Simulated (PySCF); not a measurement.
Species: `C=C1[C@H]([C@@H](C1)B(C)C)F`. The columns A, B, C and D hold Mulliken, IAO, Hirshfeld and ESP-fitted charges (e) of one PBE0/pcSseg-1 density (PySCF), in a shuffled order. Coordinates in Å (PBE0-D3(BJ)/def2-SVP); the density's dipole moment is (-0.49, -0.39, -1.76) D.

```json
{"atom": "C1", "x": "3.370", "y": "0.481", "z": "0.513", "A": "-0.573", "B": "-0.330", "C": "-0.086", "D": "-0.113"}
{"atom": "C2", "x": "2.101", "y": "0.199", "z": "0.239", "A": "+0.061", "B": "+0.001", "C": "-0.375", "D": "-0.008"}
{"atom": "C3", "x": "1.168", "y": "0.462", "z": "-0.922", "A": "-0.175", "B": "-0.270", "C": "-0.086", "D": "-0.069"}
{"atom": "C4", "x": "-0.002", "y": "0.454", "z": "0.108", "A": "-0.204", "B": "-0.265", "C": "-0.496", "D": "-0.102"}
{"atom": "B5", "x": "-1.451", "y": "-0.086", "z": "-0.188", "A": "+0.644", "B": "+0.334", "C": "+0.510", "D": "+0.206"}
{"atom": "C6", "x": "-2.201", "y": "-0.872", "z": "0.947", "A": "-0.704", "B": "-0.567", "C": "-0.530", "D": "-0.193"}
{"atom": "C7", "x": "-2.081", "y": "0.110", "z": "-1.614", "A": "-0.703", "B": "-0.565", "C": "-0.521", "D": "-0.192"}
{"atom": "C8", "x": "0.951", "y": "-0.231", "z": "1.109", "A": "+0.285", "B": "+0.175", "C": "+0.327", "D": "+0.058"}
{"atom": "F9", "x": "0.937", "y": "0.207", "z": "2.403", "A": "-0.264", "B": "-0.316", "C": "-0.321", "D": "-0.117"}
{"atom": "H10", "x": "3.775", "y": "0.305", "z": "1.513", "A": "+0.220", "B": "+0.155", "C": "+0.121", "D": "+0.047"}
{"atom": "H11", "x": "4.036", "y": "0.914", "z": "-0.238", "A": "+0.219", "B": "+0.150", "C": "+0.115", "D": "+0.047"}
{"atom": "H12", "x": "1.114", "y": "-0.381", "z": "-1.631", "A": "+0.064", "B": "+0.138", "C": "+0.129", "D": "+0.042"}
{"atom": "H13", "x": "1.342", "y": "1.383", "z": "-1.498", "A": "+0.102", "B": "+0.145", "C": "+0.136", "D": "+0.046"}
{"atom": "H14", "x": "-0.145", "y": "1.490", "z": "0.477", "A": "+0.092", "B": "+0.168", "C": "+0.159", "D": "+0.051"}
{"atom": "H15", "x": "-1.865", "y": "-0.607", "z": "1.961", "A": "+0.139", "B": "+0.153", "C": "+0.142", "D": "+0.040"}
{"atom": "H16", "x": "-3.299", "y": "-0.830", "z": "0.890", "A": "+0.159", "B": "+0.146", "C": "+0.133", "D": "+0.040"}
{"atom": "H17", "x": "-1.924", "y": "-1.936", "z": "0.806", "A": "+0.160", "B": "+0.164", "C": "+0.141", "D": "+0.050"}
{"atom": "H18", "x": "-1.621", "y": "0.915", "z": "-2.206", "A": "+0.130", "B": "+0.144", "C": "+0.128", "D": "+0.038"}
{"atom": "H19", "x": "-3.174", "y": "0.236", "z": "-1.602", "A": "+0.161", "B": "+0.149", "C": "+0.133", "D": "+0.041"}
{"atom": "H20", "x": "-1.890", "y": "-0.831", "z": "-2.167", "A": "+0.164", "B": "+0.165", "C": "+0.140", "D": "+0.050"}
{"atom": "H21", "x": "0.820", "y": "-1.330", "z": "1.128", "A": "+0.022", "B": "+0.128", "C": "+0.100", "D": "+0.040"}
```

Which column most likely holds the ESP-fitted charges?

A. Σ q r misses the density's dipole by 0.06 D (A), 0.60 D (D), 1.13 D (B), 1.54 D (C). Charges fitted to the outside potential are the only set here that is tied to the molecule's multipoles.

And the Hirshfeld charges?

D. The mean sizes are 0.076 e (D), 0.220 e (B), 0.230 e (C), 0.250 e (A), and Hirshfeld charges are commonly the smallest of these schemes.

As computed, A = ESP-fitted, B = IAO, C = Mulliken, D = Hirshfeld. Hydrogens on carbon: ESP-fitted +0.02 to +0.22, IAO +0.13 to +0.17, Mulliken +0.10 to +0.16, Hirshfeld +0.04 to +0.05 e.

The Mulliken scheme counts on each atom the diagonal of the density matrix times the overlap matrix over that atom's basis functions. The IAO scheme counts the electrons in orthogonalised intrinsic atomic orbitals, a minimal basis polarised so that it spans the occupied orbitals exactly.

One conformer (not necessarily the lowest) at the PBE0-D3(BJ)/def2-SVP geometry, without solvent, vibrations or thermal averaging.

Conformer computed: `[CH2:1]=[C:2]1[CH2:3][C@@H:4]([B:5]([CH3:6])[CH3:7])[C@@H:8]1[F:9]`: C3–C4–B5–C6 142°.
